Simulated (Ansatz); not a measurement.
Two members of one family (Series SiH3X), computed with Ansatz in the gas phase; def2 core potentials for I, no spin–orbit coupling. Binding counts from free atoms in the multiplicity of their measured ground term, without zero-point energy. The structures are stationary points that may keep the symmetry of their start.

First: SiIH3 (singlet, charge 0, r2SCAN-D4/def2-TZVP geometry).

```xyz
5

Si    0.205   -0.024   -0.008
I    -2.221    0.263    0.091
H     0.602   -1.028    1.004
H     0.845    1.279    0.278
H     0.568   -0.490   -1.365
```

```json
{"level": "LDA (SPW92)/def2-TZVP", "HOMO (eV)": "-6.73", "LUMO (eV)": "-1.88", "gap (eV)": "4.84", "binding per atom (eV)": "2.94"}
{"level": "PBE-D4/def2-SVP", "HOMO (eV)": "-6.49", "LUMO (eV)": "-1.51", "gap (eV)": "4.99", "binding per atom (eV)": "2.62"}
{"level": "PBE-D4/def2-TZVP", "HOMO (eV)": "-6.60", "LUMO (eV)": "-1.66", "gap (eV)": "4.95", "binding per atom (eV)": "2.64"}
{"level": "PBE0-D4/def2-SVP", "HOMO (eV)": "-7.67", "LUMO (eV)": "-0.67", "gap (eV)": "7.00", "binding per atom (eV)": "2.61"}
{"level": "PBE0-D4/def2-TZVP", "HOMO (eV)": "-7.73", "LUMO (eV)": "-0.81", "gap (eV)": "6.92", "binding per atom (eV)": "2.64"}
```

Second: SiClH3 (singlet, charge 0, r2SCAN-D4/def2-TZVP geometry).

| atom | x (Å) | y (Å) | z (Å) |
| --- | --- | --- | --- |
| Si1 | -0.107 | 0.036 | -0.061 |
| Cl2 | 1.605 | -0.547 | 0.917 |
| H3 | -0.490 | 1.381 | 0.421 |
| H4 | -1.176 | -0.941 | 0.237 |
| H5 | 0.168 | 0.070 | -1.514 |

Question: Estimate how these quantities change from the first to the second (second minus first).

Answer: 
| level | Δ HOMO (eV) | Δ LUMO (eV) | Δ gap (eV) | Δ binding per atom (eV) |
| --- | --- | --- | --- | --- |
| LDA (SPW92)/def2-TZVP | -0.99 | 0.65 | 1.65 | 0.26 |
| PBE-D4/def2-SVP | -0.95 | 0.91 | 1.85 | 0.24 |
| PBE-D4/def2-TZVP | -1.05 | 0.68 | 1.73 | 0.25 |
| PBE0-D4/def2-SVP | -1.21 | 0.97 | 2.18 | 0.24 |
| PBE0-D4/def2-TZVP | -1.29 | 0.73 | 2.02 | 0.25 |
